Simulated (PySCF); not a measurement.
# Property card for `c1coc(N2CCCC2)c1`

C8H11NO.
SMILES with atom numbers: `[cH:1]1[cH:2][o:3][c:4]([N:5]2[CH2:6][CH2:7][CH2:8][CH2:9]2)[cH:10]1` (hydrogens: H11 on C1; H12 on C2; H13, H14 on C6; H15, H16 on C7; H17, H18 on C8; H19, H20 on C9; H21 on C10)

Some functional groups and rings: aromatic ring with oxygen and amine.

From GFN2-xTB geometry:

```yaml
Point_group_of_the_GFN2-xTB_geometry: C1
Rotational_constants_A_B_C_of_the_GFN2-xTB_geometry: 3.887, 0.866, 0.733 GHz
```

From PBE0/pcSseg-1 ground state and GIAO shieldings, non-relativistic (PySCF):

```yaml
Dipole_moment: 2.06 D
HOMO_energy: -5.05 eV
LUMO_energy: 0.99 eV
HOMO–LUMO_gap: 6.04 eV
Lowest_Hirshfeld_atomic_charge: -0.14 e on C10
Highest_Hirshfeld_atomic_charge: +0.11 e on C4
13C_chemical_shifts_computed_TMS_as_zero_by_class: 163.7 (C4), 136.2 (C2), 118.8 (C1), 85.8 (C10), 51.7 (C6/C9), 29.5 (C7/C8) ppm
1H_chemical_shifts_computed_TMS_as_zero_by_class: 7.01 (H12), 6.54 (H11), 5.13 (H21), 3.40 (H13/H14/H19/H20), 1.93 (H15/H16/H17/H18) ppm
Isotropic_shieldings_of_nuclei_other_than_C_and_H_by_class: 181 (N5), 64 (O3) ppm
Mayer_bond_orders_between_heavy_atoms: C1–C2 1.64, C2–O3 1.01, O3–C4 1.06, C4–N5 1.01, N5–C6 0.93, C6–C7 1.02, C7–C8 1.04, C8–C9 1.03, C4–C10 1.52, C10–C1 1.24, C9–N5 0.93
```

Monoisotopic mass (most abundant isotopes): 137.0841 u.

With B = h/(8π²I), that is 505.379 GHz u Å² over I, the principal moments of inertia are 130.0, 583.8 and 689.2 u Å² (most abundant isotopes). In atomic units the dipole is 0.81 e·bohr (1 au = 2.5417 D). The rotational constants make it an asymmetric top with κ = (2B − A − C)/(A − C) = -0.92, nearer the prolate limit (−1).

Isolated species at its GFN2-xTB geometry (one conformer only). NMR classes are plain means over equivalent atoms (diastereotopic ones count apart unless rotation or inversion swaps them), as if these changed places fast; in this geometry the members of some classes differ.

For the NMR shielding job (PBE0/pcSseg-1), hardware: Arm Neoverse V2, one thread, on a shared host. Cost: 40 s.
